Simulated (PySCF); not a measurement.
Electronic absorption of 3-(trifluoromethyl)pyridine

3-(trifluoromethyl)pyridine, C6H4F3N.
Structure used (PBE0-D3(BJ)/def2-SVP), in Å, numbered top down from 1:
```
atom  x, y, z in Å
F1     2.546    0.104    1.188
C2     2.047    0.141   -0.053
F3     2.395    1.317   -0.582
F4     2.657   -0.820   -0.752
C5     0.557   -0.042   -0.046
C6    -0.299    1.055    0.027
C7    -1.668    0.822    0.082
C8    -2.118   -0.498    0.060
N9    -1.306   -1.549   -0.016
C10    0.001   -1.324   -0.069
H11    0.105    2.069    0.036
H12   -2.379    1.649    0.138
H13   -3.191   -0.715    0.104
H14    0.653   -2.201   -0.140
```

Method: PySCF, TDDFT wB97X-D/def2-SVPD, vertical, gas phase, core orbitals frozen in the response.

| state | E (eV) | λ (nm) | f | main configurations (H = HOMO, L = LUMO) |
| --- | --- | --- | --- | --- |
| S1 | 4.97 | 249.5 | 0.0035 | H→L (97%) |
| S2 | 5.17 | 240.0 | 0.0008 | H→L+1 (99%) |
| S3 | 5.60 | 221.2 | 0.040 | H-1→L (66%), H-2→L+1 (23%) |
| S4 | 6.40 | 193.7 | 0.045 | H-1→L+1 (62%), H-2→L (26%), H-1→L (10%) |
| S5 | 7.36 | 168.4 | 0.507 | H-2→L (40%), H-2→L+1 (26%), H-1→L+1 (21%) |
| S6 | 7.48 | 165.7 | 0.532 | H-2→L+1 (47%), H-2→L (26%), H-1→L (14%) |
| S7 | 8.00 | 154.9 | 0.0012 | H-3→L (94%) |
| S8 | 8.06 | 153.9 | 0.014 | H→L+2 (73%), H→L+4 (18%) |
| S9 | 8.13 | 152.5 | 0.0096 | H-1→L+2 (88%) |
| S10 | 8.33 | 148.8 | 0.0075 | H-3→L+1 (93%) |

Triplets (Tamm–Dancoff): T1 4.30 eV, H-1→L+1 (54%), H-2→L (19%), H-1→L (18%); T2 4.33 eV, H→L (78%), H→L+1 (12%); T3 4.72 eV, H-1→L (78%), H-1→L+1 (15%); T4 5.03 eV, H→L+1 (85%), H→L (13%).

The lowest singlet lies at 4.97 eV (249 nm, ultraviolet) and is very weak; its leading configuration is HOMO→LUMO (97%). The strongest level in the table is S6 at 7.48 eV (166 nm, f = 0.532). Löwdin shares by element: HOMO nitrogen 59%, carbon 27% or more; LUMO carbon 57% or more, nitrogen 18% (atoms not listed hold the other 25%). Orbital energies (eV): HOMO-3 -12.85, HOMO-2 -10.81, HOMO-1 -10.06, HOMO -9.87, LUMO 0.25, LUMO+1 0.54, LUMO+2 2.18. The listed states span 3.36 eV, and the widest gap between neighbours is 0.96 eV (S4 to S5). Of the 10 states listed, 5 reach f = 0.01 and none stays under 0.0005. The vertical ionisation energy (ΔSCF) is 10.05 eV, 1.71 eV above S10. The window holds the lowest 10 singlets.
